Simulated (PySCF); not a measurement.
**Ionisation energy of Ru¹⁵⁺ by level of theory**

Ru¹⁵⁺ [Ar] 3d10 4s1 [4s1/2^1, M_J = 1/2] → Ru¹⁶⁺ [Ar] 3d10, as a difference of total energies. Computed with PySCF 2.14 in an even-tempered Gaussian basis (18 s from 0.75 bohr⁻², ratio 2.8; 13 p from 0.97 bohr⁻², ratio 2.8; 8 d from 1.7 bohr⁻², ratio 2.8; 4 f from 4.6 bohr⁻², ratio 3), with the two-component X2C-1e Hamiltonian. Correlated levels: [Ne] frozen; the 76 highest virtual spinors dropped. "Screened" scales the spin-orbit matrix elements by Boettger's factors to mimic the two-electron term; Breit and QED terms are absent.

```tsv
method	ionisation energy (eV)
GHF (spin-free)	374.10
GMP2 (spin-free)	375.22
GHF (screened spin-orbit)	374.09
GMP2 (screened spin-orbit)	375.21
```

Task: How much does correlation contribute at GMP2 (screened spin-orbit)?

Result: 375.21 − (374.09) = 1.12 eV, measured against GHF (screened spin-orbit).

Breit and QED terms and the two-electron picture change are absent.

For comparison: 376.25 ± 0.1 eV (measured; NIST Atomic Spectra Database, ionization energies).
